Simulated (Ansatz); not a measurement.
This geometry of C2H4BrFO (9 atoms, charge 0, multiplicity 1) is a first-order saddle point.

Computed with Ansatz 0.2.0, RKS PBE0-D4/def2-SVP.

```xyz
9
Properties=species:S:1:pos:R:3
C -0.199 -0.998 -0.739
O 0.465 0.238 -0.536
C 0.207 0.846 0.637
F -1.054 1.338 0.672
Br 1.459 2.311 0.843
H -0.787 -0.938 -1.665
H 0.549 -1.800 -0.837
H -0.884 -1.238 0.089
H 0.334 0.194 1.519
```

Problem. Which two structures does it join? (They come from a converged band through this point; their orientation in space is the band's.)

Solution. No bond is made or broken. The dihedral H8–C1–O2–C3 goes from -57 to 65°. The two ends are copies of one structure, up to a mirror image or an exchange of like atoms.

Image 0:

```xyz
9
Properties=species:S:1:pos:R:3
C -0.145 -1.049 -0.661
O 0.657 0.081 -0.382
C 0.157 0.888 0.575
F -0.962 1.523 0.153
Br 1.503 2.211 1.012
H -1.116 -0.755 -1.091
H 0.406 -1.657 -1.388
H -0.319 -1.648 0.251
H -0.092 0.359 1.513
```

Image 6:

```xyz
9
Properties=species:S:1:pos:R:3
C -0.264 -0.959 -0.752
O 0.303 0.328 -0.612
C 0.263 0.815 0.644
F -1.004 1.108 1.020
Br 1.325 2.434 0.697
H -0.101 -1.266 -1.792
H 0.228 -1.686 -0.080
H -1.345 -0.946 -0.540
H 0.684 0.126 1.398
```

Problem. How far does it lie above each of them?

Solution. 0.067 eV above the first and 0.067 eV above the second. This is the barrier of this one path; another mechanism may lie lower.

Time of the run: 84 s on 2 threads of AMD EPYC 9R14 (Zen 4), on a shared host, peak memory 0.28 GiB.
